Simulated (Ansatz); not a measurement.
`Cc1cc(-c2sc(-c3sc(-c4sc(-c5sc(-c6sc(C#C[Si](C)(C)C)cc6C)cc5C)cc4C)cc3C)cc2C)sc1C#C[Si](C)(C)C` with charge -1. The state is a doublet with charge -1. Geometry PBE-D4/def2-SVP, that of the neutral singlet.

Cartesian coordinates in Å:
```
C 4.263 -2.333 9.927
C 4.372 -2.194 8.437
C 3.280 -1.946 7.569
C 3.616 -1.851 6.214
C 2.725 -1.636 5.101
S 0.997 -1.676 5.402
C 0.615 -1.353 3.721
C -0.737 -1.263 3.234
S -0.995 -1.022 1.514
C -2.739 -1.017 1.695
C -3.588 -0.830 0.546
S -2.941 -0.070 -0.897
C -4.461 -0.231 -1.757
C -4.589 0.259 -3.107
S -3.467 1.470 -3.694
C -4.207 1.499 -5.285
C -3.739 2.351 -6.350
S -4.644 2.384 -7.851
C -3.540 3.542 -8.572
C -3.748 4.003 -9.884
C -3.953 4.399 -11.040
Si -4.283 4.980 -12.763
C -4.174 6.868 -12.795
C -6.018 4.405 -13.248
C -2.989 4.228 -13.920
C -2.528 3.866 -7.667
C -2.624 3.210 -6.413
C -1.640 3.421 -5.297
C -5.283 0.606 -5.314
C -5.514 -0.097 -4.105
C -6.598 -1.123 -3.943
C -5.405 -0.853 -0.936
C -4.932 -1.197 0.359
C -5.781 -1.892 1.385
C -3.075 -1.214 3.037
C -1.966 -1.355 3.913
C -2.115 -1.566 5.392
C 1.799 -1.230 2.989
C 2.990 -1.388 3.742
C 4.362 -1.296 3.139
S 5.345 -2.072 6.010
C 5.586 -2.292 7.736
C 6.872 -2.536 8.247
C 8.007 -2.765 8.689
Si 9.697 -3.118 9.341
C 10.798 -3.610 7.885
C 10.372 -1.565 10.183
C 9.576 -4.535 10.588
H 5.257 -2.495 10.386
H 3.613 -3.189 10.204
H 3.815 -1.425 10.383
H 2.245 -1.829 7.924
H -3.167 7.213 -12.484
H -4.368 7.252 -13.819
H -4.918 7.321 -12.109
H -6.782 4.828 -12.565
H -6.261 4.729 -14.282
H -6.096 3.299 -13.206
H -1.965 4.540 -13.629
H -3.165 4.556 -14.967
H -3.028 3.120 -13.894
H -1.728 4.576 -7.921
H -0.826 4.098 -5.618
H -1.178 2.467 -4.966
H -2.120 3.871 -4.402
H -5.892 0.452 -6.217
H -7.459 -0.726 -3.363
H -6.988 -1.443 -4.929
H -6.231 -2.022 -3.407
H -6.439 -1.036 -1.251
H -6.134 -1.193 2.174
H -5.220 -2.701 1.896
H -6.679 -2.338 0.915
H -4.111 -1.218 3.398
H -1.683 -2.536 5.717
H -3.184 -1.559 5.683
H -1.599 -0.775 5.978
H 1.803 -1.025 1.909
H 4.304 -0.995 2.076
H 4.898 -2.268 3.186
H 4.998 -0.557 3.670
H 11.827 -3.836 8.233
H 10.858 -2.792 7.139
H 10.401 -4.510 7.373
H 11.394 -1.748 10.579
H 9.725 -1.259 11.030
H 10.424 -0.718 9.470
H 9.169 -5.450 10.112
H 8.910 -4.266 11.433
H 10.577 -4.777 11.003
```

Single mean-field runs in def2-SVP are fitted with def2-universal-jkfit.

Q: Estimate the α-spin orbital energies around the gap (eV) in Ansatz with PBE-D4/def2-SVP, PBE0-D4/def2-SVP.

A: 
```
orbital  PBE-D4/def2-SVP  PBE0-D4/def2-SVP
 HOMO−5            -3.62             -4.72
 HOMO−4            -3.53             -4.62
 HOMO−3            -3.02             -4.03
 HOMO−2            -2.43             -3.31
 HOMO−1            -1.92             -2.64
   HOMO            -0.45             -0.73
   LUMO            -0.12              0.17
 LUMO+1             0.40              0.90
 LUMO+2             0.90              1.56
 LUMO+3             1.07              1.90
 LUMO+4             1.14              1.98
 LUMO+5             1.32              2.14
 β HOMO            -1.84             -2.50
 β LUMO            -0.33              0.20
```
